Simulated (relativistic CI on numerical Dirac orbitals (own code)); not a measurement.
One change at a time: Zr17+

Base calculation: Dirac-Coulomb-Breit CI, KLI orbitals optimised for each configuration, QED by a radiative potential, unscaled Slater integrals.

CI space (outside the closed core [Ne]): 3s2.3p6.3d5, 3s2.3p5.3d6, 3s2.3p4.3d7, 3s.3p6.3d6, 3p6.3d7, 3s2.3p6.3d4.4s, 3s.3p5.3d7, 3s2.3p6.3d4.4p, 3s2.3p6.3d4.4d, 3s2.3p6.3d4.4f, 3s2.3p6.3d3.4s2, 3s2.3p5.3d5.4s, 3s2.3p6.3d4.5s, 3s2.3p6.3d3.4p2, 3s2.3p6.3d3.4s.4d, 3p6.3d6.4s. Levels of other configurations are missing.

Variants: (1) valence Slater integrals scaled by 0.9; (2) Breit term removed; (3) one mean potential for all configurations. Shifts of the energy above 3s2.3p6.3d5 6S_5/2, in cm⁻¹, for the lowest level and the first level of each name with at least 55 % of one term (blank where a level changes its place among those of its configuration and J or its character, or is not in the variant):

```
              Level      Base      Δ(1)     Δ(2)    Δ(3)
 3s2.3p6.3d5 6S_5/2       0.0       0.0      0.0     0.0
 3s2.3p6.3d5 4G_7/2   95806.5   -9870.4   +137.7   -51.5
3s2.3p6.3d5 4G_11/2   96569.3   -9745.9  +1479.9   -41.5
 3s2.3p6.3d5 4P_3/2   97608.2   -9802.7   -625.3   -53.6
 3s2.3p6.3d5 4G_9/2   98445.9   -9597.2   +946.5   -38.8
 3s2.3p6.3d5 4P_1/2  102872.3   -9557.9   -245.3   -39.4
 3s2.3p6.3d5 4D_7/2  115510.3  -10825.4   +482.2   -46.9
 3s2.3p6.3d5 4D_5/2  122317.1  -11136.1   +478.1   -41.4
 3s2.3p6.3d5 4D_1/2  123233.1  -10504.4   +233.7   -30.8
 3s2.3p6.3d5 4D_3/2  125411.2  -10502.3   +555.1   -24.7
3s2.3p6.3d5 2I_11/2  138940.6  -14268.5  +1039.2   -65.5
 3s2.3p6.3d5 2D_3/2  145379.0  -13629.7   -110.3   -56.0
3s2.3p6.3d5 2I_13/2  145544.8  -14155.7  +2481.2   -47.7
 3s2.3p6.3d5 4F_5/2  160059.6  -14460.8   +349.3   -40.6
 3s2.3p6.3d5 2H_9/2  167191.2  -15622.2  +1004.7   -48.6
 3s2.3p6.3d5 4F_3/2  169985.0  -14198.3   +752.5   -23.0
 3s2.3p6.3d5 2G_7/2  177405.8  -16153.6  +1231.0   -56.4
 3s2.3p6.3d5 2F_5/2  180892.6             +833.1   -45.8
3s2.3p6.3d5 2H_11/2  182588.2  -15432.4  +2482.6   -16.0
 3s2.3p6.3d5 2G_9/2  189390.1  -16078.4  +1897.5   -29.3
 3s2.3p6.3d5 2S_1/2  201900.2  -18380.2   +202.8   -78.6
 3s2.3p6.3d5 2P_3/2  297822.9  -28245.0    -89.4  -109.9
```

At this charge energies of transitions that change n are usually good to better than 1 %, and those within a shell (Δn = 0) to a few per cent. Terms inside the open d or f shell come out 10 to 20 % too wide with unscaled integrals.

Ionisation energy from the two ground configurations alone: base 689.79 eV; valence Slater integrals scaled by 0.9 688.924 eV. The NIST ASD value (theoretical) is 690 eV.

LS names give the leading component of a level, which can be under half, so a name can repeat, a term be missing and a line seem to break the LS rules.
